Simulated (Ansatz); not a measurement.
**Low-lying states of CaO**

Calculated in Ansatz's Gaussian-basis code. State-averaged CASSCF with equal weights; occupations are averaged over the states; levels count from the state that is lowest in CASSCF. Small basis; these aren't basis-limit values. Solutions may break the symmetry of the shape. No proof that the lowest CASSCF solution was found. CASSCF levels without dynamic correlation can be off by over 1 eV. The average may hold one member of a degenerate pair alone.

Geometry: bond length 1.8220 Å.

Basis def2-SVP, nonrelativistic, 6 orbitals frozen in the corrections; active space CAS(6,7). Averaged: 2 singlets.

CASSCF levels: singlet 0.00, singlet 0.73 eV.

(1) How does SC-NEVPT2 move them?

## Answers

(1) singlet 0.00, singlet 0.90 eV, in the same order of listing. The lowest state stays.
